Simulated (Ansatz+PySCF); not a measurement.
Results of a calculation; reference values are marked as such.
This Ansatz input gave a total energy of -1097.58966 hartree.

```yaml
crystal:
  periodic: [false, false, false]
  atoms:
    - { symbol: Mg, position_ang: [-0.86196, -0.86196, -0.86196] }
    - { symbol: O, position_ang: [-0.93745, -0.93745, 0.93745] }
    - { symbol: O, position_ang: [-0.93745, 0.93745, -0.93745] }
    - { symbol: Mg, position_ang: [-0.86196, 0.86196, 0.86196] }
    - { symbol: O, position_ang: [0.93745, -0.93745, -0.93745] }
    - { symbol: Mg, position_ang: [0.86196, -0.86196, 0.86196] }
    - { symbol: Mg, position_ang: [0.86196, 0.86196, -0.86196] }
    - { symbol: O, position_ang: [0.93745, 0.93745, 0.93745] }
basis:
  gaussian: { orbitals: def2-SVP }
magnetization:
  spin_polarized: true
hamiltonian:
  xc: hf
scf:
  omitted_lower_state_checks: [starts, atomic_configurations, cluster_reference, orbital_swaps, given_window_search, neighbouring_geometries, increment]
```

Question: Write an input for PySCF with the same method and basis set.

Answer:

```python
from pyscf import gto, scf

mol = gto.M(atom="""
Mg -0.861960 -0.861960 -0.861960
O -0.937450 -0.937450 0.937450
O -0.937450 0.937450 -0.937450
Mg -0.861960 0.861960 0.861960
O 0.937450 -0.937450 -0.937450
Mg 0.861960 -0.861960 0.861960
Mg 0.861960 0.861960 -0.861960
O 0.937450 0.937450 0.937450
""", basis='def2-svp', charge=0, spin=0)
mf = scf.UHF(mol)
mf.init_guess = 'minao'
mf.kernel()
while True:  # follow internal instabilities
    mo, _, stable, _ = mf.stability(return_status=True)
    if stable: break
    mf.kernel(mf.make_rdm1(mo, mf.mo_occ))
print(mf.converged, mf.e_tot, mf.spin_square()[0])
```

PySCF 2.14.0 gave -1097.58967 hartree, 0.38 meV from the first.
